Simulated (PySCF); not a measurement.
Compound: [WO3F]- (charge -1 and singlet state).
Bonds: W1–O2, W1–O3, W1–O4, W1–F5.

A GFN2-xTB structure was refined with PySCF, PBE0-D3(BJ)/def2-SVP geometry optimisation, gas phase, def2 core potentials past Kr. Its GFN2-xTB values:

```json
{"coordinate": "W1–O2", "GFN2-xTB": "1.716 Å"}
{"coordinate": "W1–F5", "GFN2-xTB": "1.951 Å"}
{"coordinate": "O2–W1–O3", "GFN2-xTB": "112.1°"}
{"coordinate": "O2–W1–F5", "GFN2-xTB": "106.6°"}
```

How do these coordinates change at the PBE0-D3(BJ)/def2-SVP level?

```tsv
coordinate	PBE0-D3(BJ)/def2-SVP (Å or °)	change
W1–F5	1.914	-0.037
W1–O2	1.743	+0.027
O2–W1–F5	110.0	+3.4
O2–W1–O3	109.1	-3.0
```

The energy falls by 3.6 kcal/mol over 9 energy and gradient evaluations, the largest force component goes from 0.0593 to 5.5e-05 Eh/bohr, and the atoms move by 0.041 Å rms after alignment. The bond that changes most is W1–F5 (ends: tungsten bonded to F and 3 O; fluorine bonded to W), which shortens by 0.037 Å. Bonds longer at the end by more than 0.005 Å: 3 of 4; shorter: 1. Rotational constants go from 3899, 3414, 3413 to 3920, 3357, 3356 MHz.

The run used 88 basis functions and 67 SCF cycles in all.

No PBE0-D3(BJ)/def2-SVP frequencies stand behind this structure, so it isn't proved a minimum. The geometry's basis has no diffuse functions, a weakness for an anion.
